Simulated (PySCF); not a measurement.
C5H9N, SMILES CC(=C)/N=C/C.

Geometry: B3LYP-D3(BJ)/def2-SVP. The structure was generated by enumeration; whether it is a known compound was not checked. One conformer was computed; it need not be the lowest.

These are TDDFT-B3LYP/def2-SVPD run with PySCF values and carry that method's errors.

Vertical excitations. 

```tsv
state	energy (eV)	λ (nm)	f	main pairs
S1	4.52	274	0.051	HOMO→LUMO 87 %
S2	5.76	215	0.026	HOMO−1→LUMO 78 %
S3	6.09	204	0.045	HOMO→LUMO+1 78 %
S4	6.51	190	0.208	HOMO→LUMO+2 57 %, HOMO→LUMO+3 17 %
S5	6.64	187	0.043	HOMO→LUMO+3 77 %, HOMO→LUMO+2 13 %
S6	7.00	177	0.033	HOMO→LUMO+4 93 %
S7	7.06	176	0.044	HOMO−2→LUMO 38 %, HOMO−1→LUMO+1 33 %, HOMO−1→LUMO+2 15 %
S8	7.35	169	0.011	HOMO→LUMO+5 89 %
S9	7.52	165	0.027	HOMO−1→LUMO+1 51 %, HOMO−1→LUMO+2 39 %
S10	7.70	161	0.164	HOMO−1→LUMO+2 27 %, HOMO−2→LUMO 26 %, HOMO→LUMO+6 14 %, HOMO→LUMO+2 7 %
T1	3.58	347	0	HOMO→LUMO 92 %
T2	4.49	276	0	HOMO−1→LUMO 71 %, HOMO→LUMO+2 14 %
T3	4.81	258	0	HOMO→LUMO+2 32 %, HOMO−2→LUMO 28 %, HOMO→LUMO+1 19 %, HOMO−1→LUMO 10 %
T4	5.93	209	0	HOMO−2→LUMO 52 %, HOMO→LUMO+1 26 %, HOMO−1→LUMO 14 %
```
Triplets are in the Tamm–Dancoff approximation, which puts them higher than full response would, so one can lie above its singlet here.
